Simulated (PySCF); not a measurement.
# C₆ coefficients of unlike pairs at PBE0

Calculated with PySCF 2.14 from the dipole response of each species, C₆(A,B) = (3/π) ∫ α_A(iu) α_B(iu) du, in atomic units, from isotropic polarisabilities. For ions this is the dispersion term alone; charge-induced terms of lower order in 1/R come first.

| species | configuration | basis | relativity | α (bohr³) | C₆ (like pair) |
| --- | --- | --- | --- | --- | --- |
| Sn | [Kr] 4d10 5s2 5p2 (3P) | x2c-QZVPPall with one added diffuse shell each of s, p, d, f type (14s10p8d5f1g) | spin-free X2C | 58.74 | 644.8 |
| Ar³⁺ | [Ne] 3s2 3p3 (4S) | aug-cc-pV(T+d)Z (6s5p4d2f) | none | 3.614 | 9.811 |
| Ca | [Ar] 4s2 (1S) | dyall-av2z (17s13p4d) | none | 164.1 | 2308 |
| B²⁺ | [He] 2s1 (2S) | aug-cc-pCVTZ-DK (7s6p4d2f) | spin-free X2C | 7.184 | 9.673 |

Q: Estimate C₆ for B²⁺ with Ar³⁺.

A: The integral gives 8.017. The combination rule 2 C_A C_B / (C_A α_B/α_A + C_B α_A/α_B) gives 7.789 and the geometric mean 9.742.

No spin-orbit coupling is included.

The other pairs:

```
    pair     C₆
 B²⁺, Ca  139.6
Ca, Ar³⁺  96.68
Ar³⁺, Sn  67.65
  Ca, Sn   1132
 B²⁺, Sn  78.84
```
